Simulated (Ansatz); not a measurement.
C$_{4}$H$_{6}$F$_{2}$ (SMILES CC(C)=C(F)F), singlet, geometry from GFN2-xTB; CAM-B3LYP/def2-SVPD in Ansatz (a first-principles code).

Here is a job for Ansatz.
Ansatz 0.2 input:
```yaml
crystal:
  periodic: [false, false, false]
  atoms:
    - {symbol: C, position_ang: [1.36268263, -1.32855494, 0.07912694]}
    - {symbol: C, position_ang: [0.06658277, -0.61295599, -0.14558364]}
    - {symbol: C, position_ang: [-1.06620038, -1.40083829, -0.72738717]}
    - {symbol: C, position_ang: [-0.07220144, 0.66468105, 0.15786890]}
    - {symbol: F, position_ang: [-1.18615624, 1.38335089, -0.00700092]}
    - {symbol: F, position_ang: [0.87894549, 1.44480814, 0.67871909]}
    - {symbol: H, position_ang: [1.20958248, -2.16730949, 0.75657440]}
    - {symbol: H, position_ang: [2.11159531, -0.66582434, 0.50245234]}
    - {symbol: H, position_ang: [1.73465377, -1.72528951, -0.86433639]}
    - {symbol: H, position_ang: [-1.95380187, -0.78681020, -0.84746866]}
    - {symbol: H, position_ang: [-0.77862155, -1.80008437, -1.69887309]}
    - {symbol: H, position_ang: [-1.30369284, -2.24210434, -0.07796230]}
basis:
  gaussian:
    orbitals: def2-SVPD
hamiltonian:
  xc: cam_b3lyp
```

It wrote (shortened):

```
Functional definition: CAM-B3LYP
1430 factors; their error is unknown
564 factors; integrals over basis functions are off by at most 2.3e-5 eV
mean field evaluation 1: about -9663.1268 eV, gradient 5.1e1 eV
mean field evaluation 2: about -9662.5950 eV, gradient 5.4e1 eV
mean field evaluation 4: about -9668.7802 eV, gradient 2.3e0 eV
mean field evaluation 8: about -9668.7915 eV, gradient 4.8e-2 eV
mean field evaluation 16: about -9668.7693 eV, gradient 3.9e-5 eV
mean field -9668.76933959 eV, -355.3207195026 hartree, gradient 3.8e-5 eV, S^2 0.000000; 0 other end points of the search recorded, 0 dependent functions left out
reference -9668.76947754 eV, -355.3207245723 hartree; 24, 24 occupied and 150, 150 virtual orbitals, 1430 factors
Total energy: -9668.76947754 eV, -355.3207245723 hartree
```
